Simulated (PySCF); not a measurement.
Compound: C3H8OSi2.
SMILES with atom numbers: `[O:1]=[CH:2][SiH:3]1[CH2:4][SiH2:5][CH2:6]1`

Geometry (PBE0-D3(BJ)/def2-SVP, Å), atoms numbered from 1 in this order:
```xyz
14
C3H8OSi2 angstrom
O      3.1274   -1.0999   -0.2884
C      2.0006   -0.7739   -0.5693
Si     0.6664   -0.3242    0.7460
C      0.0113    1.4294    0.3925
Si    -1.4098    0.6036   -0.5692
C     -1.0100   -1.0725    0.2414
H      1.6915   -0.7111   -1.6554
H      1.2023   -0.6219    2.1069
H     -0.3606    1.9009    1.3182
H      0.6680    2.1462   -0.1204
H     -1.1456    0.5855   -2.0411
H     -2.7814    1.1484   -0.3262
H     -1.0216   -1.9858   -0.3700
H     -1.6449   -1.2405    1.1280
```

NICS = −σ at a ghost point: NICS(0) at the centroid of the ring atoms, NICS(1) 1 Å to either side along the normal of their mean plane, zz for the tensor component along that normal. Level: GIAO PBE0/pcSseg-1 (PySCF, non-relativistic, gas phase) on the PBE0-D3(BJ)/def2-SVP geometry, one conformer.

Ring bond lengths (Å), with Mayer bond orders in brackets: Si3–C4 1.905 (0.90), C4–Si5 1.904 (0.91), Si5–C6 1.904 (0.91), C6–Si3 1.904 (0.89).

Task: Give the NICS values of each ring in ppm.

Result: 
```csv
ring,type,NICS(0),"NICS(1), two faces","NICS(1)zz, two faces",rms pucker (Å),"centre to ring atoms, mean (Å)"
Si3–C4–Si5–C6,4-membered ring with 2 Si; formal bonds all single,-1.6,-2.1 / -0.5,4.4 / 2.4,0.13,1.34
```

Task: What do they say, and how far can they be read as aromaticity?

Result: 
- Si3–C4–Si5–C6: mean NICS(1)zz 3.4 ppm, deshielded. Si3, C4, Si5, C6 have four or more neighbours, and the NICS criterion for π rings isn't applied.

Task: How do the values depend on the level or the medium?

Result: 
| level | NICS(0), Si3–C4–Si5–C6 | mean NICS(1)zz, Si3–C4–Si5–C6 |
| --- | --- | --- |
| PBE0/pcSseg-1, gas | -1.6 | 3.4 |
| mPW1PW91/pcSseg-2, gas | -0.4 | 3.6 |
| PBE0/pcSseg-1, IEF-PCM acetone | -1.5 | 3.5 |
| PBE0/pcSseg-1, IEF-PCM chloroform | -1.6 | 3.4 |

The geometry is the same throughout; the continuum's cavity takes Bondi-type radii × 1.2.

On one thread, Arm Neoverse N1 (aarch64), shared host with 64 logical CPUs at a one-minute load of 60, this took 32 s and 0.94 GiB of memory at its peak. This is the whole shielding run at PBE0/pcSseg-1, SCF included.
